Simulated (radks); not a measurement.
Results of a calculation; reference values are marked as such.
Problem. The phosphorus ion P3+, [Ne] 3s2. Code: a radial shooting solver on a logarithmic mesh with Libxc functionals. Model: non-relativistic Kohn-Sham, PBE, spin-polarised, spherical densities, point nucleus. Every spin shell is full or empty, so the densities are truly spherical. Functionals are evaluated on that one density, not self-consistently. Rank these orbital-free kinetic functionals by their error against the exact value of the orbitals, and give that value: Thomas-Fermi, von Weizsacker, TF + vW/9, TF + vW/5, APBEK, revAPBEK, Perdew 92, Thakkar, Pearson, LKT, PG1, DePristo-Kress, Ernzerhof.

Solution. Exact: 338.490 hartree. From best to worst, with 100 (|E| - |E exact|)/|E exact| (equal figures are ties): Thakkar +0.01, DePristo-Kress +0.07, Ernzerhof +0.19, APBEK +0.32, Perdew 92 -0.47, TF + vW/9 -0.48, revAPBEK +0.70, Pearson -1.64, TF + vW/5 +5.08, Thomas-Fermi -7.43, PG1 +25.85, LKT +31.81, von Weizsacker -37.46.
